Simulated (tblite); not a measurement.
Species: C8H14F2.
Numbering: `[CH3:1]/[C:2]([F:3])=[C:4](\[CH2:5][F:6])[C:7]([CH3:8])([CH3:9])[CH3:10]` (hydrogens: H11, H12, H13 on C1; H14, H15 on C5; H16, H17, H18 on C8; H19, H20, H21 on C9; H22, H23, H24 on C10)

The geometry is computed with GFN2-xTB (gas phase).

(1) List the bond lengths, angles and torsions at this level.

## Answers

(1) 
```csv
bond,length (pm),order
C1–C2,149.7,single
C2–F3,135.3,single
C2=C4,133.3,double
C4–C5,151.0,single
C5–F6,138.2,single
C4–C7,152.2,single
"C7–C8, C7–C9, C7–C10",153.5,single
"C1–H11, C1–H12, C1–H13",108.8,single
"C5–H14, C5–H15",109.3,single
C8–H16 and 8 like bonds,108.7,single
```

Bonds in one row agree within 1 pm and their mean is given. Orders are formal, as drawn. A selection of angles:
```csv
angle,degrees
C1–C2–F3,111.3
C1–C2–C4,126.1
F3–C2–C4,122.6
C2–C4–C5,115.5
C2–C4–C7,128.1
C5–C4–C7,116.4
C4–C5–F6,111.2
C4–C7–C8,108.9
C4–C7–C9,113.3
C8–C7–C9,107.6
C8–C7–C10,110.1
```

Torsions: C1–C2–C4–C5 0° (synperiplanar); C2–C4–C5–F6 -70° (synclinal); C2–C4–C7–C8 124° (anticlinal). The mirror-image conformer, all signs reversed, is as good.

The C–F distances run from 1.353 Å (C2–F3, drawn single) to 1.382 Å (C5–F6, drawn single), a spread of 0.029 Å. The C–C distances run from 1.333 Å (C2=C4, drawn double) to 1.537 Å (C7–C10, drawn single), a spread of 0.204 Å. Of the pairs four or more bonds apart, F3···C9 is among the closest relative to their van der Waals radii: 2.67 Å, 84 % of the sum of Bondi's values.

Point group: C1 (no symmetry element, even within 0.4 Å). Its GFN2-xTB frequencies are all real (lowest 34 cm⁻¹). One conformer, not necessarily the lowest.
